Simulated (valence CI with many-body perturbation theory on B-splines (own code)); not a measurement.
A CI+MBPT run for Xe VI

Method: valence CI with perturbative core correlation (CI+MBPT): three valence electrons over a frozen Dirac-Fock core [Kr] 4d10, a basis of 6 s, 6 p, 5 d, 3 f, 1 g functions for each j, with the one-electron correlation potential Σ1 (screened to all orders), the two-electron term Σ2, the three-electron term Σ3, Breit; selected single and double excitations, second order for the rest, scaled by the run's own slope (own B-spline code, finite nucleus).

Command, and the settings that its task file holds:

```sh
python run_cv.py task.json out
```

```
atom Xe  Z=54  mass_number=132  rms_radius_fm=4.7859
core [Kr] 4d10
valence 5s2 5p1
avg = 1
basis = S
breit = 1
cap = 10000
capref = 1200
cscale = 1
de = 0.0
dress = 0
eps = 2e-08
extrap = 1
h = 0.27
hh = 1
l2 = 3
lcore = 6
maxit = 60
n2 = 5
natural = 1
nlev = 21
nno = [3, 3, 3, 2, 1]
nroot = 26
nsp = [3, 3, 2, 1, 0]
pt2 = 1
qed = 0
rpa = 1
s1 = 1
s2 = 1
s3 = 1
screen = 1
tol = 2e-05
whole = 1
```

It took 58 s on 1 thread of Arm Neoverse V2 (shared host).

Log. The first blocks belong to the next ion, which gives the ionisation energy. Fields: 2J, parity (1 odd), roots, reference size, generating configurations, candidates as configurations/state functions, variational space P, stored matrix elements, Davidson steps; e2 is the range of second-order energies in hartree. The first line gives the box (bohr), its intervals, the orbitals and the steps of their self-consistent field. Window is the range of levels sought, series limit the energy at which the first omitted orbital would enter, core excitation an estimate of the first excitation out of the core, left out the lowest levels not solved, and shifts from estimates the range by which levels moved from their first estimate, all in cm⁻¹.

```
rmax 14.5 intervals 63 orbitals 36 references ['5s2 5p', '5s 5p2', '5s2 5d', '4f 5s2'] scf 8 t 2.0
2J=0 par=0 roots 2 ref 15 generators 7 cand 92/92 P 106/106 nnz 0 it 0
2J=0 par=0 roots 2 ref 15 generators 16 cand 1/1 P 107/107 nnz 0 it 0
   second order: generators 21 cand 0/0 e2 -0.00000 -0.00000
reference levels 157, estimated 92, window 265341 1/cm; series limit 334519, core excitation 516395
2J=1 par=1 roots 5 ref 13 generators 23 cand 1119/1664 P 1240/1810 nnz 0 it 3
2J=1 par=1 roots 5 ref 13 generators 52 cand 1750/2588 P 1568/2325 nnz 0 it 6
   second order: generators 105 cand 1597/2311 e2 -0.00001 -0.00000
2J=3 par=1 roots 8 ref 21 generators 30 cand 1500/3315 P 1424/2907 nnz 1.2e+06 it 5
2J=3 par=1 roots 8 ref 21 generators 68 cand 2081/4390 P 1759/3669 nnz 1.8e+06 it 8
   second order: generators 137 cand 2073/4214 e2 -0.00001 -0.00000
2J=1 par=0 roots 5 ref 17 generators 20 cand 1272/1916 P 1211/1777 nnz 0 it 4
2J=1 par=0 roots 5 ref 17 generators 46 cand 1814/2672 P 1601/2338 nnz 0 it 5
   second order: generators 104 cand 1574/2303 e2 -0.00001 -0.00000
2J=3 par=0 roots 6 ref 24 generators 17 cand 1252/2737 P 1420/2892 nnz 1.2e+06 it 4
2J=3 par=0 roots 6 ref 24 generators 50 cand 2103/4426 P 1746/3641 nnz 1.7e+06 it 5
   second order: generators 109 cand 2037/4170 e2 -0.00001 -0.00000
2J=5 par=0 roots 6 ref 23 generators 18 cand 1520/3801 P 1351/3035 nnz 1.3e+06 it 5
2J=5 par=0 roots 6 ref 23 generators 52 cand 2210/5251 P 1619/3731 nnz 1.9e+06 it 7
   second order: generators 101 cand 2250/5150 e2 -0.00001 -0.00000
2J=5 par=1 roots 5 ref 18 generators 19 cand 1516/3933 P 1279/2840 nnz 1.2e+06 it 3
2J=5 par=1 roots 5 ref 18 generators 50 cand 2340/5569 P 1599/3637 nnz 1.8e+06 it 11
   second order: generators 110 cand 2247/5212 e2 -0.00001 -0.00000
2J=7 par=1 roots 3 ref 13 generators 14 cand 1572/3975 P 993/2202 nnz 0 it 3
2J=7 par=1 roots 3 ref 13 generators 39 cand 2188/5267 P 1273/2878 nnz 1.3e+06 it 4
   second order: generators 78 cand 2174/5111 e2 -0.00001 -0.00001
2J=7 par=0 roots 3 ref 13 generators 9 cand 1153/3006 P 1049/2405 nnz 0 it 4
2J=7 par=0 roots 3 ref 13 generators 26 cand 1569/4092 P 1269/2992 nnz 1.4e+06 it 5
   second order: generators 51 cand 1993/4712 e2 -0.00001 -0.00000
2J=9 par=1 roots 1 ref 6 generators 5 cand 1129/2593 P 434/891 nnz 0 it 0
2J=9 par=1 roots 1 ref 6 generators 11 cand 1527/3489 P 599/1243 nnz 0 it 0
   second order: generators 26 cand 1977/4422 e2 -0.00001 -0.00001
2J=9 par=0 roots 2 ref 6 generators 6 cand 804/1977 P 735/1544 nnz 0 it 3
2J=9 par=0 roots 2 ref 6 generators 24 cand 1381/3373 P 956/2095 nnz 0 it 4
   second order: generators 42 cand 1588/3586 e2 -0.00001 -0.00001
2J=11 par=0 roots 1 ref 1 generators 2 cand 481/1101 P 319/646 nnz 0 it 0
2J=11 par=0 roots 1 ref 1 generators 6 cand 833/1894 P 422/891 nnz 0 it 0
   second order: generators 15 cand 1096/2293 e2 -0.00000 -0.00000
left out: unestimated 376490, estimated 286949, shifts from estimates -5 to 1
operators 4.7
```

The Davidson iterations converged.

Against 16 measured levels this calculation errs by 453 cm⁻¹ on average and by 861 at most. These come from a selection out of Saloman, J. Phys. Chem. Ref. Data 33, 765 (2004). Levels without a partner in it may be off by more, other configurations by several thousand cm⁻¹.

* Valence energy: -9.728646 hartree
* Ionisation energy: 66.68 eV (NIST: 66.703 ± 0.007 eV (measured))
* Reference configurations for the orbitals: 5s2 5p, 5s 5p2, 5s2 5d, 4f 5s2
* Radial orbitals: 36
* Box radius: 14.52 bohr
* Largest variational space: 3731
* Lowest levels: 5s2 5p 2P°_1/2 0.0, 5s2 5p 2P°_3/2 15568, 5s 5p2 4P_1/2 92510, 5s 5p2 4P_3/2 100260, 5s 5p2 4P_5/2 107120, 5s 5p2 2D_3/2 125070, 5s 5p2 2D_5/2 129370, 5s 5p2 2P_1/2 142610, 5s 5p2 2S_1/2 158620, 5s 5p2 2P_3/2 159970, 5s2 5d 2D_3/2 180910, 5s2 5d 2D_5/2 182990, 4f 5s2 2F°_5/2 185770, 4f 5s2 2F°_7/2 186100 cm⁻¹

Names give the largest LS component (configuration and term), which can be under half, so a name can repeat, a term be missing and a line seem to break the LS rules; names also repeat where a configuration has a term twice.
